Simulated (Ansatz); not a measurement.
`O[Si](O)(Cl)[GeH2][Cl]`, charge 0, multiplicity 1.

(1) Give a relaxed structure at PBE0-D4/def2-TZVP (the Gaussian-basis code of Ansatz). (Estimate.)

## Answers

(1) Computed: 
```xyz
10

O     0.980    0.126    1.845
Si    0.368    0.558    0.405
O     1.598    0.847   -0.625
Cl   -0.781    2.259    0.561
Ge   -1.029   -1.195   -0.376
Cl   -1.296   -0.658   -2.467
H     1.597    0.713    2.287
H     1.382    1.183   -1.498
H    -0.386   -2.589   -0.373
H    -2.433   -1.243    0.241
```
This is one stationary point; other conformers may exist.
